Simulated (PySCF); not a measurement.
Isomers C6H9N3Si:

A. SMILES C#Cc1nn(CC)nc1[SiH3]
B. `InChI=1S/C6H9N3Si/c10-6-5(4-1-2-4)3-7-9-8-6/h3-4H,1-2H2,10H3`
C. `InChI=1S/C6H9N3Si/c1-4-6-7-5-9(8-6)10(2)3/h1,5,10H,2-3H3`
D. `C[SiH](N1N=CC(C#C)=N1)C`
E. SMILES c1(C#N)ccn([SiH](C)C)n1

Spectrum 1. $^{1}$H NMR (500 MHz, computed): δ 7.95 (s, 1H), 5.67 (sept, 1H), 2.97 (s, 1H), 0.50 (d, 6H). $^{13}$C{$^{1}$H} NMR (computed): δ 146.5 (CH), 138.3 (C), 92.2 (CH), 79.3 (C), -0.8 (CH3).

Spectrum 2. $^{1}$H NMR (500 MHz, computed): δ 8.01 (s, 1H), 5.35 (sept, 1H), 2.65 (s, 1H), 0.55 (d, 6H). $^{13}$C{$^{1}$H} NMR (computed): δ 156.0 (C), 153.0 (CH), 87.2 (CH), 81.0 (C), -0.7 (CH3).

Spectrum 3. $^{1}$H NMR (500 MHz, computed): δ 7.64 (m, 1H), 6.87 (m, 1H), 5.33 (sept, 1H), 0.55 (d, 6H). $^{13}$C{$^{1}$H} NMR (computed): δ 139.8 (CH), 135.3 (C), 120.2 (CH), 119.6 (C), -0.5 (CH3).

Spectrum 4. $^{1}$H NMR (500 MHz, computed): δ 8.43 (s, 1H), 4.90 (s, 3H), 1.62 (m, 1H), 1.40 (m, 2H), 0.92 (m, 2H). $^{13}$C{$^{1}$H} NMR (computed): δ 164.5 (C), 148.3 (C), 145.6 (CH), 16.8 (CH2), 15.6 (CH).

Spectrum 5. $^{1}$H NMR (500 MHz, computed): δ 4.57 (s, 3H), 4.53 (q, 2H), 3.05 (s, 1H), 1.49 (t, 3H). $^{13}$C{$^{1}$H} NMR (computed): δ 148.2 (C), 142.7 (C), 93.1 (CH), 79.6 (C), 51.4 (CH2), 19.4 (CH3).

[PySCF: GIAO PBE0/pcSseg-1 shieldings; geometry: GFN2-xTB; non-relativistic; in vacuum; a single conformation; averaged over atoms made equivalent by symmetry, fast rotation or ring inversion]

Shifts are taken against calculated references (same method and geometry level): $^{1}$H (σ = 31.72 ppm), $^{13}$C (σ = 186.93 ppm) against TMS. Where no couplings were computed, multiplicities follow the n + 1 count of equivalent neighbours, and m marks all less simple cases (inequivalent or close neighbours, rings, F or P nearby). Shifts are as computed. Against solution values, carbons near 30 ppm lie about +3 ppm off and those near 130 ppm about +5 ppm. Of 1211 compounds with measured shifts, 218 miss one by over three times the rms of a fit or turn the order of signals round; such compounds aren't used in these exercises.

Question: Which spectrum belongs to which compound?

Answer: 1–D, 2–C, 3–E, 4–B, 5–A.

- Spectrum 1 (D): 5 $^{13}$C signals; δC 146.5 is an aromatic CH next to a ring nitrogen; δC 92.2 is a terminal alkyne carbon.
- Spectrum 2 (C): 5 $^{13}$C signals; δC 87.2 is a terminal alkyne carbon; δC 81.0 is an alkyne carbon.
- Spectrum 3 (E): 5 $^{13}$C signals; δC 119.6 is a nitrile carbon; δC -0.5 is a methyl carbon bonded to Si.
- Spectrum 4 (B): 5 $^{13}$C signals; δC 145.6 is an aromatic CH next to a ring nitrogen; δC 16.8 is a three-membered-ring carbon.
- Spectrum 5 (A): 6 $^{13}$C signals; δC 93.1 is a terminal alkyne carbon; δC 79.6 is an alkyne carbon.
